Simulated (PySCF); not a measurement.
BeO, SMILES [Be]=[O].

The structure is a stationary point at B3LYP-D3(BJ)/def2-TZVPD.

These are PBE/def2-TZVPD (PySCF) values and carry that method's errors.

Isolated molecule, no solvent.

Computed frontier levels, gap, dipole moment and polarisability:
- highest occupied level: -6.18 eV
- lowest empty level: -4.79 eV
- orbital gap: 1.38 eV
- dipole moment: 5.98 D
- quadrupole, principal values (traceless, Buckingham form, about the centre of nuclear charge): -3.23, -3.23, 6.46 D·Å
- mean static polarisability: 30.8 bohr³ (4.56 Å³)
- polarisability, principal values: 29.8, 29.8, 32.8 bohr³
